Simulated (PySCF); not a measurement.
A structure optimised at PBE0-D3(BJ)/def2-SVP (Å):
```
atom  x, y, z in Å
C1     3.7273   -0.2458   -1.1297
O2     2.6308    0.4123   -0.6061
Al3    1.3199    1.3053   -1.2962
O4     0.0112   -0.1797   -1.3934
C5     0.1498   -1.3309   -0.5247
C6    -1.2666   -1.8541   -0.3483
C7    -2.1358   -0.6175   -0.5885
C8    -2.2386    0.2645    0.6446
F9    -2.7410   -0.4619    1.6944
C10   -1.3676    0.0733   -1.7008
H11    4.6469    0.0014   -0.5664
H12    3.9228    0.0026   -2.1928
H13    3.6109   -1.3481   -1.0753
H14    1.4219    1.7546   -2.8292
H15    0.5439    2.2313   -0.2433
H16    0.6165   -0.9885    0.4098
H17    0.8322   -2.0434   -1.0071
H18   -1.4352   -2.2862    0.6472
H19   -1.4972   -2.6260   -1.0977
H20   -3.1486   -0.8968   -0.9166
H21   -2.9107    1.1175    0.4516
H22   -1.2520    0.6698    0.9296
H23   -1.5092    1.1645   -1.7422
H24   -1.5973   -0.3538   -2.6894
```

Neutral, closed shell.

Read off the bonds between heavy atoms and their formal orders.

C1–O2 1.38 Å (single); O2–Al3 1.73 Å (single); Al3–O4 1.98 Å (single); O4–C5 1.45 Å (single); C5–C6 1.52 Å (single); C6–C7 1.53 Å (single); C7–C8 1.52 Å (single); C8–F9 1.37 Å (single); C7–C10 1.52 Å (single); O4–C10 1.44 Å (single). Bonds to hydrogen (Å): C1–H11 1.11; C1–H12 1.11; C1–H13 1.11; Al3–H14 1.60; Al3–H15 1.60; C5–H16 1.10; C5–H17 1.10; C6–H18 1.10; C6–H19 1.10; C7–H20 1.10; C8–H21 1.10; C8–H22 1.10; C10–H23 1.10; C10–H24 1.10.

Write the SMILES.

`C[O][AlH2-][O+]1CC[C@@H](CF)C1`, C6H14AlFO2.

What is the point group of this geometry?

C1 (no symmetry element, even within 0.4 Å).

Which rings does it hold (smallest set)?

O4–C5–C6–C7–C10 (5 members, 0.17 Å rms from planarity).

Classify the heavy atoms.

C1: methoxy carbon; O2: oxygen bonded to Al and C; Al3: aluminium bonded to 2 O and 2 H; O4: oxygen bonded to Al and 2 C; C5: sp3 carbon bound to oxygen; C6: ring CH2 carbon; C7: sp3 CH carbon; C8: sp3 C–F carbon; F9: alkyl fluorine; C10: sp3 carbon bound to oxygen.

What is the arrangement about O2?

It has 2 neighbours (C1, Al3) and is bent (angle 134.1°).

What is the arrangement about C8?

It has 4 neighbours (C7, F9, H21, H22) and is tetrahedral (angles from 107.8° to 111.2°).

The numbers are calculated, not measured.
